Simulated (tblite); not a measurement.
Problem. Give a GFN2-xTB geometry of `CN(C)[SiH2]C/C=C\Cl`.

Solution. 
```xyz
20
C5H12ClNSi angstrom
C     -2.5826   -1.2325    0.0162
N     -1.5254   -0.2535    0.0577
C     -1.9987    1.0637   -0.2977
Si     0.1025   -0.7665   -0.1468
C      1.2387    0.6955    0.3215
C      2.6353    0.2198    0.4009
C      3.5422    0.3105   -0.5590
Cl     3.2195    1.0585   -2.0812
H     -2.2039   -2.1920    0.3553
H     -3.4014   -0.9224    0.6708
H     -2.9830   -1.3564   -0.9968
H     -1.1925    1.7858   -0.2134
H     -2.3896    1.0926   -1.3217
H     -2.8058    1.3583    0.3796
H      0.4886   -1.2236   -1.4937
H      0.2795   -1.8686    0.8055
H      1.1635    1.4815   -0.4278
H      0.9320    1.1041    1.2830
H      2.9268   -0.2797    1.3138
H      4.5492   -0.0644   -0.4788
```

Any rigid rotation of these coordinates is as good. Atoms count from 1 in this order. The C–C distances run from 1.324 Å (C6=C7, drawn double) to 1.478 Å (C5–C6, drawn single), a spread of 0.154 Å. N2 (silicon-bound nitrogen) has angles 123.6°, 119.2° and 111.8°, sum 354.7°, 0.20 Å off the plane of its three neighbours. Of the pairs four or more bonds apart, Cl8···H17 is among the closest relative to their van der Waals radii: 2.67 Å, 91 % of the sum of Bondi's values. Si4 (SiH2 silicon) is distorted tetrahedral (angles from 105.1° to 116.7°).

Bonds between heavy atoms (Å): C1–N2 1.441, N2–C3 1.444, N2–Si4 1.719, Si4–C5 1.910, C5–C6 1.478, C6=C7 1.324, C7–Cl8 1.727.

Structure optimised with GFN2-xTB, isolated species.

Point group: C1 (no symmetry element, even within 0.4 Å). Its GFN2-xTB frequencies are all real (lowest 31 cm⁻¹). One conformer, not necessarily the lowest (C1–N2–Si4–C5 -168°, N2–Si4–C5–C6 170°, Si4–C5–C6–C7 97°). 3 starts were optimised and ended at 0.00, 0.24 and 0.28 kcal/mol (GFN2-xTB); the lowest of these is shown.

These are computed values.
